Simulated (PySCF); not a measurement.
Spin states and ions at one geometry of [TlH2]+

PySCF 2.14.0, RKS PBE, Tl def2-SVP with ECP60, H def2-SVP; non-relativistic Hamiltonian with scalar-relativistic core potentials where named; density fitting; no spin-orbit coupling; singlets restricted, open shells unrestricted. The geometry is relaxed for charge +1, singlet, vacuum:

```xyz
3

Tl    0.0000    0.0000    0.0000
H     0.0000    0.0000    1.6870
H     0.0000    0.0000   -1.6870
```

Energies count from the relaxed state; an electron taken off or put on is at rest in vacuum. Charges and spins are Mulliken's.

Order these states by energy, lowest first.
A. charge +1, triplet, vacuum
B. charge +2, doublet, vacuum
C. charge +1, singlet, vacuum
D. charge 0, doublet, vacuum

D (-5.73 eV), C (0.00 eV), A (5.64 eV), B (18.45 eV).

How do charge and spin on the first atom follow?


| state | spin squared | charge on Tl1 (e) | spin on Tl1 (e) | dipole about the centre of mass (D) |
| --- | --- | --- | --- | --- |
| charge +1, singlet, vacuum | 0.00 | 0.79 | 0.00 | 0.00 |
| charge +1, triplet, vacuum | 2.00 | 0.84 | 0.48 | 0.00 |
| charge +2, doublet, vacuum | 0.77 | 1.23 | 0.17 | 0.00 |
| charge 0, doublet, vacuum | 0.75 | -0.07 | 1.05 | 0.00 |

With an electron taken off (doublet) the charges change, summed by element, by Tl +0.44 e, H +0.56 e. The vertical ionisation energy is 18.45 eV, against −ε(HOMO) = 14.66 eV of the relaxed state. The level lies 3.8 eV too high, as is usual for semilocal functionals and global hybrids, which keep a self-interaction error.

With an electron put on (doublet) the charges change, summed by element, by Tl -0.86 e, H -0.14 e. The vertical electron affinity is 5.73 eV, against −ε(LUMO) = 8.53 eV of the relaxed state.

Open shells may have lower solutions than those found.
